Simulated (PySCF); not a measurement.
## Dipole moment and polarisability of (BeS)3 ring

Species: (BeS)3 ring, Be₃S₃.
Geometry (PBE0-D3(BJ)/def2-SVP, Å), atoms numbered from 1 in this order:
```xyz
6
Be3S3 angstrom
Be     0.623    1.239   -0.299
S     -1.214    1.763   -0.380
Be    -1.417   -0.090    0.047
S     -0.954   -1.900    0.456
Be     0.793   -1.151    0.249
S      2.169    0.139   -0.073
```

Level: CAM-B3LYP/def2-SVPD (PySCF), static field, nuclei fixed, core orbitals frozen in the response. The polarisability tensor in these axes (au):

```
x   110.76  -0.15  -0.69
y    -0.15 108.92  -8.03
z    -0.69  -8.03  75.82
```

Task: Give the principal values, the mean and the anisotropy Δα = √{½[(α1 − α2)² + (α2 − α3)² + (α1 − α3)²]}.

Result: Principal values 73.96, 110.76 and 110.78 au; mean 98.50 au = 14.60 Å³ = 16.24 × 10⁻⁴⁰ C²·m²/J; Δα = 36.81 au (37 % of the mean).

Task: What is the dipole moment?

Result: 0.01 D; point group D3h allows none, and the residue is numerical.

Task: Refractivity n − 1 of an ideal gas of it at 350 K and 1 atm, from the electronic α?

Result: N = p/kT = 2.0968 × 10¹⁹ cm⁻³, so n − 1 = 2π × N × 14.60 × 10⁻²⁴ cm³ = 1923 × 10⁻⁶ at long wavelengths.

Task: What depolarisation ratio follows for Rayleigh scattering of linearly polarised light, taking the static tensor?

Result: ρ = 3Δα²/(45ᾱ² + 4Δα²) = 4065.0/(436611 + 5420.1) = 0.0092.

Task: Find the Langevin capture rate constant for NO+ (29.998 u) meeting this molecule (122.953 u), k = 2.342 × 10⁻⁹ cm³/s × √(α in Å³ / reduced mass in u).

Result: The reduced mass is 24.11 u, so k = 1.82 × 10⁻⁹ cm³/s.

Task: Give the eigenvalues of the traceless quadrupole moment Θ = ½Σq(3rr − r²1), origin at the centre of nuclear charge.

Result: -0.40, 0.18, 0.22 D·Å. The electronic extent ⟨r²⟩ about the same centre is 1025 bohr², a root-mean-square distance of 2.19 Å for the 60 electrons.

Task: Estimate the molar refractivity from the static electronic polarisability.

Result: Lorentz–Lorenz: R = (4π/3)N_A α = 2.5225 cm³/(mol·Å³) × 14.60 Å³ = 36.8 cm³/mol, in the limit of long wavelengths.

Geometry: PBE0-D3(BJ)/def2-SVP, one conformer, isolated molecule.
